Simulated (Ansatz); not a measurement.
Reactions of GeH2O, SMILES `[OH][GeH]`.

Calculated with Ansatz (gas phase, PBE0-D4/def2-TZVP geometries, no zero-point term in ΔE). CBS: MP2 limit from def2 TZ/QZ plus the TZ coupled-cluster correction, frozen cores. This one scheme is used for every species, atoms too. DFT in def2-TZVPP. Open shells (•) are unrestricted, without spin–orbit coupling. Spin–orbit coupling would lower the free atoms: a little for O; clearly for Ge. For Br, Ge outer-core shells are correlated without core-valence functions, so the limit isn't a true one: a few kJ/mol of doubt a bond, and 10 to 20 or more in all where bonds break to atoms. Scalar relativity is left out up to krypton. Each species was taken in one conformer, which may not be the lowest.

```tsv
reaction	B97M-V (eV)	r2SCAN-D4 (eV)	ωB97M-V (eV)	ωB97X-V (eV)
`[OH][GeH]` + CH₃OH → `C[O][GeH]` + H₂O	-0.07	-0.06	-0.05	-0.04
`[OH][GeH]` → Ge• + 2 H• + O•	12.28	12.17	12.18	12.24
`[OH][GeH]` + H₂S → `[SH][GeH]` + H₂O	-0.23	-0.29	-0.23	-0.19
`[OH][GeH]` + HCl → `[Cl][GeH]` + H₂O	-0.38	-0.38	-0.39	-0.36
`[OH][GeH]` + H₂ → `[GeH2]` + H₂O	0.73	0.83	0.72	0.73
`[OH][GeH]` + `[SiH3][SiH2]S` → `[GeH2]` + `O[SiH2][SiH2]S`	0.08	0.14	0.08	0.11
`[OH][GeH]` + HBr → `[GeH][Br]` + H₂O	-0.45	-0.50	-0.50	-0.46
`[OH][GeH]` + `[SiH3]N[SiH3]` → `[SiH3][N]([SiH3])[GeH]` + H₂O	0.10	0.05	0.05	0.09
```

(1) Give the CCSD(T)/CBS values in the same order. (An estimate is asked.)

Largest T1 diagnostic: 0.016, for `C[O][GeH]`.

## Answers

(1) Ansatz gave: -0.09, 12.33, -0.30, -0.40, 0.71, 0.10, -0.52, -0.07 eV.
